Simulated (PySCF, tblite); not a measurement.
Isomers of C5H8NPSi. Level: GFN2-xTB in tblite, geometry and Hessian alike; calculated harmonic values, unscaled, isolated species. This tight-binding method is rough: wavenumbers can miss measured ones by several per cent, in bad cases by 10 to 20. Modes of hydrogen on phosphorus and silicon can be 10 to 20 % off. One conformer each.

Electronic energies: PBE0/pcSseg-1 single points on the GFN2-xTB geometries (PySCF, gas phase).

| SMILES | electronic energy, lowest = 0 (kcal/mol) |
| --- | --- |
| C#CC(=C)/C=N\[SiH2]P | 53.0 |
| C=C/C([SiH3])=P\CC#N | 35.0 |
| Cc1cncpc1[SiH3] | 0.0 |

How do GFN2-xTB zero-point energies change the relative energies?

```
              SMILES  ZPE (kcal/mol)  of it from modes above 1550 cm⁻¹  electronic (kcal/mol)  with ZPE, lowest = 0 (kcal/mol)  lowest mode (cm⁻¹)  rings
     Cc1cncpc1[SiH3]            69.7                              31.2                    0.0                              0.0                  69      1
C=C/C([SiH3])=P\CC#N            67.2                              37.2                   35.0                             32.6                  49      0
C#CC(=C)/C=N\[SiH2]P            65.8                              39.0                   53.0                             49.2                  34      0
```

The zero-point energies span 3.9 kcal/mol, from `C#CC(=C)/C=N\[SiH2]P` to `Cc1cncpc1[SiH3]`. The order is unchanged.

And how do the electronic energies of GFN2-xTB itself compare?

`Cc1cncpc1[SiH3]` 0.0; `C=C/C([SiH3])=P\CC#N` 49.4; `C#CC(=C)/C=N\[SiH2]P` 42.9 kcal/mol, lowest = 0. Against the energies above, taken from the same isomer `Cc1cncpc1[SiH3]`, the largest difference is 14.4 kcal/mol.
